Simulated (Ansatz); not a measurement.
Ansatz (a quantum-chemistry and plane-wave program) input for Sn(H)(F)(Me)2 (C2H7FSn), SMILES [CH3][SnH]([F])[CH3], PBE/def2-SVPD. Coordinates come from a B3LYP-D3(BJ)/def2-SVP optimisation. The def2 effective core potentials stand for the cores of Sn; spin–orbit coupling is left out.

Ansatz 0.2 input:
```yaml
crystal:
  periodic: [false, false, false]
  atoms:
    - {symbol: Sn, position_ang: [0.24605359, -0.01925352, -0.00000000]}
    - {symbol: C, position_ang: [-0.46247779, 0.91907355, 1.80859535]}
    - {symbol: C, position_ang: [-0.46247779, 0.91907356, -1.80859534]}
    - {symbol: F, position_ang: [-0.57524254, -1.80082637, -0.00000000]}
    - {symbol: H, position_ang: [1.94141536, -0.33684323, 0.00000001]}
    - {symbol: H, position_ang: [0.01327017, 1.90321152, 1.93360371]}
    - {symbol: H, position_ang: [-0.21950431, 0.28700425, 2.67423322]}
    - {symbol: H, position_ang: [-1.55235511, 1.04882128, 1.74714327]}
    - {symbol: H, position_ang: [-0.21950430, 0.28700426, -2.67423322]}
    - {symbol: H, position_ang: [0.01327017, 1.90321152, -1.93360369]}
    - {symbol: H, position_ang: [-1.55235511, 1.04882128, -1.74714327]}
basis:
  gaussian:
    orbitals: def2-SVPD
hamiltonian:
  xc: {name: PBE}
```

Log of the run:

```
WARN ansatz: RAYON_NUM_THREADS=1 ignored (pool sized by the plan → 1); use --threads N
Functional definition: PBE
integrals: 0.08 GiB planned
1324 factors; their error is unknown
mean field: 0.55 GiB planned
mean field evaluation 1: about -10712.1990 eV, gradient 8.3e1 eV
mean field evaluation 2: about -10672.6602 eV, gradient 1.5e2 eV
mean field evaluation 4: about -10727.5510 eV, gradient 1.4e1 eV
mean field evaluation 8: about -10727.9247 eV, gradient 1.6e-1 eV
mean field evaluation 16: about -10727.8828 eV, gradient 5.8e-5 eV
mean field -10727.88277581 eV, -394.2424203908 hartree, gradient 5.8e-5 eV, S^2 0.000000; 0 other end points of the search recorded, 0 dependent functions left out
reference -10727.88283149 eV, -394.2424224372 hartree; 25, 25 occupied and 126, 126 virtual orbitals, 1324 factors
Total energy: -10727.88283149 eV, -394.2424224372 hartree
```

Self-consistency was reached.

Cost: roughly 5 core-seconds.
